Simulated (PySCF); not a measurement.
Compound: C3H5F3S.
Atom-mapped SMILES: `[CH3:1][CH2:2][S:3][C:4]([F:5])([F:6])[F:7]` (hydrogens: H8, H9, H10 on C1; H11, H12 on C2)

The same species was optimised twice, with GFN2-xTB and with PBE0-D3(BJ)/def2-SVP (PySCF), and the same property calculations (PySCF, gas phase) were run on both structures.

| coordinate | GFN2-xTB | PBE0-D3(BJ)/def2-SVP | change |
| --- | --- | --- | --- |
| C2–S3 (Å) | 1.840 | 1.822 | -0.018 |
| S3–C4 (Å) | 1.817 | 1.803 | -0.014 |
| C4–F7 (Å) | 1.338 | 1.334 | -0.004 |
| C4–F5 (Å) | 1.338 | 1.335 | -0.003 |
| C1–C2 (Å) | 1.515 | 1.516 | +0.001 |
| C4–F6 (Å) | 1.326 | 1.326 | 0.000 |
| S3–C4–F6 (°) | 110.9 | 108.4 | -2.5 |
| C2–S3–C4 (°) | 97.0 | 98.3 | +1.3 |
| S3–C4–F7 (°) | 112.0 | 112.6 | +0.6 |
| S3–C4–F5 (°) | 112.0 | 112.5 | +0.5 |
| F5–C4–F6 (°) | 107.7 | 108.3 | +0.6 |
| F6–C4–F7 (°) | 107.7 | 108.3 | +0.6 |
| F5–C4–F7 (°) | 106.3 | 106.5 | +0.2 |
| C1–C2–S3 (°) | 109.3 | 109.1 | -0.2 |
| C1–C2–S3–C4 (°) | 180 | 179 | -1 |
| C2–S3–C4–F5 (°) | -60 | -59 | +1 |

Rotational constants: A = 4277, B = 1306, C = 1227 MHz (GFN2-xTB) against A = 4287, B = 1309, C = 1231 MHz (PBE0-D3(BJ)/def2-SVP).

On the GFN2-xTB structure: lowest singlet, TDDFT (eV) 5.50 [CAM-B3LYP/def2-SVPD]; lowest triplet, Tamm–Dancoff (eV) 4.95 [CAM-B3LYP/def2-SVPD]; isotropic polarisability (au) 61.2 [CAM-B3LYP/def2-SVPD]; HOMO (eV) -8.90 [CAM-B3LYP/def2-SVPD]; LUMO (eV) 0.72 [CAM-B3LYP/def2-SVPD]; dipole (D) 2.70 [CAM-B3LYP/def2-SVPD]; HOMO (eV) -7.49 [PBE0/pcSseg-1]; LUMO (eV) 0.03 [PBE0/pcSseg-1]; dipole (D) 2.51 [PBE0/pcSseg-1]; GIAO shielding of C1 (ppm) 174.1 [PBE0/pcSseg-1]; GIAO shielding of C2 (ppm) 153.7 [PBE0/pcSseg-1]; GIAO shielding of S3 (ppm) 392.9 [PBE0/pcSseg-1]; GIAO shielding of C4 (ppm) 44.4 [PBE0/pcSseg-1]; GIAO shielding of F5/F6/F7 (mean) (ppm) 229.6 [PBE0/pcSseg-1].

**Question.** What do these properties become on the PBE0-D3(BJ)/def2-SVP structure?

**Answer.** 
| property | level | on GFN2-xTB | on PBE0-D3(BJ)/def2-SVP | change |
| --- | --- | --- | --- | --- |
| lowest singlet, TDDFT (eV) | CAM-B3LYP/def2-SVPD | 5.50 | 5.60 | +0.10 |
| lowest triplet, Tamm–Dancoff (eV) | CAM-B3LYP/def2-SVPD | 4.95 | 5.05 | +0.10 |
| isotropic polarisability (au) | CAM-B3LYP/def2-SVPD | 61.2 | 61.3 | +0.1 |
| HOMO (eV) | CAM-B3LYP/def2-SVPD | -8.90 | -8.88 | +0.02 |
| LUMO (eV) | CAM-B3LYP/def2-SVPD | 0.72 | 0.78 | +0.06 |
| dipole (D) | CAM-B3LYP/def2-SVPD | 2.70 | 2.68 | -0.02 |
| energy, GFN2-xTB geometry as zero (kcal/mol) | CAM-B3LYP/def2-SVPD | 0.0 | -0.4 | -0.4 |
| HOMO (eV) | PBE0/pcSseg-1 | -7.49 | -7.47 | +0.02 |
| LUMO (eV) | PBE0/pcSseg-1 | 0.03 | 0.13 | +0.10 |
| dipole (D) | PBE0/pcSseg-1 | 2.51 | 2.49 | -0.02 |
| energy, GFN2-xTB geometry as zero (kcal/mol) | PBE0/pcSseg-1 | 0.0 | -0.3 | -0.3 |
| GIAO shielding of C1 (ppm) | PBE0/pcSseg-1 | 174.1 | 171.9 | -2.2 |
| GIAO shielding of C2 (ppm) | PBE0/pcSseg-1 | 153.7 | 155.2 | +1.5 |
| GIAO shielding of S3 (ppm) | PBE0/pcSseg-1 | 392.9 | 409.8 | +16.9 |
| GIAO shielding of C4 (ppm) | PBE0/pcSseg-1 | 44.4 | 45.9 | +1.5 |
| GIAO shielding of F5/F6/F7 (mean) (ppm) | PBE0/pcSseg-1 | 229.6 | 232.8 | +3.2 |

The heavy atoms differ by 0.035 Å rms after alignment. Among bonds between heavy atoms C2–S3 changes most (-0.018 Å). Changes are differences of the printed values. Neither structure is proved a minimum here.

Conformer computed: `[CH3:1][CH2:2][S:3][C:4]([F:5])([F:6])[F:7]`: C1–C2–S3–C4 179°, C2–S3–C4–F5 -59°.
